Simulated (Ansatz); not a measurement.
`[SiH3][SiH]1[CH2][GeH2]1` → C• + Ge• + 8 H• + 2 Si•  (atomization)

Isolated molecules relaxed with PBE0-D4/def2-TZVP in Ansatz; ΔE leaves out vibrations. CCSD(T)/CBS is the MP2 limit (def2-TZVPP, def2-QZVPP) plus CCSD(T) − MP2 in def2-TZVPP, frozen cores. This one scheme is used for every species, atoms too. DFT in def2-TZVPP. B3LYP here is the variant with VWN-RPA as its local correlation; programs differ in this. Open shells (•) are unrestricted, without spin–orbit coupling. Spin–orbit coupling would lower the free atoms: a little for C, Si; clearly for Ge. Bonds to Ge are less sure, by a few kJ/mol each and by 10 to 20 or more in all where they break to atoms, as the def2 sets lack core-valence functions. Scalar relativity is left out up to krypton.

| level | ΔE (eV) | difference from CCSD(T)/CBS |
| --- | --- | --- |
| PBE-D4 | 37.75 | -0.18 |
| r2SCAN-D4 | 37.96 | 0.03 |
| B3LYP-D4 | 37.63 | -0.30 |
| ωB97X-V | 38.12 | 0.19 |
| ωB97M-V | 37.69 | -0.24 |
| B2PLYP | 37.16 | -0.77 |
| PBE | 37.45 | -0.48 |
| r2SCAN | 37.88 | -0.05 |
| B3LYP | 37.15 | -0.78 |
| HF/def2-TZVPP | 28.02 | -9.91 |
| SCS-MP2/def2-TZVPP | 37.04 | -0.89 |
| CCSD/def2-TZVPP | 36.57 | -1.36 |
| CCSD(T)/def2-TZVPP | 37.04 | -0.89 |
| HF/def2-QZVPP | 28.04 | -9.89 |
| MP2/def2-QZVPP | 37.34 | -0.59 |
| SCS-MP2/def2-QZVPP | 37.64 | -0.29 |
| CCSD(T)/CBS | 37.93 | 0 |

Largest T1 diagnostic among the species: 0.013.

In def2-TZVPP, CCSD(T) changes the Hartree–Fock value by +9.02 eV (the triples alone add +0.46 eV) and MP2 by +8.80 eV; breaking electron pairs costs correlation energy, which Hartree–Fock lacks. The D4 term adds +0.48 eV with B3LYP and +0.25 eV with PBE0; it sums over pairs of atoms, weighted by their polarisabilities, and B3LYP, whose exchange is more repulsive, gets the larger term.

For atomizations the MP2-based limit and the directly extrapolated one differ by several kJ/mol either way, and by 10 to 25 for some Ge, Se and Sn compounds, so smaller differences from it don't rank the levels.
